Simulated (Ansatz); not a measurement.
```yaml
crystal:
  periodic: [false, false, false]
  atoms:
    - {symbol: O, position_ang: [-2.820756, -2.029005, 3.292367]}
    - {symbol: Si, position_ang: [-0.771675, 0.062633, 2.409291]}
    - {symbol: F, position_ang: [-2.045653, 2.780833, 2.234900]}
    - {symbol: O, position_ang: [0.324252, -0.582205, -0.379544]}
    - {symbol: Si, position_ang: [1.714528, 0.270096, -2.974809]}
    - {symbol: F, position_ang: [4.356785, 1.547133, -2.309116]}
    - {symbol: H, position_ang: [-4.231716, -2.427824, 2.230294]}
    - {symbol: H, position_ang: [1.234070, 0.126350, 4.316687]}
    - {symbol: H, position_ang: [0.175063, 2.170229, -4.322672]}
    - {symbol: H, position_ang: [2.222135, -2.014992, -4.491539]}
basis:
  gaussian: {orbitals: aug-pcseg-2}
hamiltonian: {xc: {name: B97M-V}}
```

```sh
$ ansatz run in.yaml --threads 4 --pin off --events-out ev --progress --plain --max-ram 10444MiB
```

It prints (some lines left out):

```
Functional definition: B97M-V
1696 factors; their error is unknown
mean field evaluation 1: about -25256.9391 eV, gradient 1.4e2 eV
mean field evaluation 2: about -24149.0355 eV, gradient 3.7e2 eV
mean field evaluation 4: about -24764.3747 eV, gradient 3.5e2 eV
mean field evaluation 8: about -25314.2555 eV, gradient 7.1e0 eV
mean field evaluation 16: about -25315.3030 eV, gradient 9.5e-3 eV
mean field evaluation 32: about -25315.3030 eV, gradient 2.9e-6 eV
mean field -25315.30296554 eV, -930.3202246548 hartree, gradient 2.9e-6 eV, S^2 0.000000; 10 other end points of the search recorded, 0 dependent functions left out
reference -25315.30317537 eV, -930.3202323661 hartree; 33, 33 occupied and 343, 343 virtual orbitals, 1696 factors
Total energy: -25315.30317537 eV, -930.3202323661 hartree
```

In this input the coordinates are in bohr but typed as ångström. The run converged. The result belongs to that input, not to the molecule as meant.
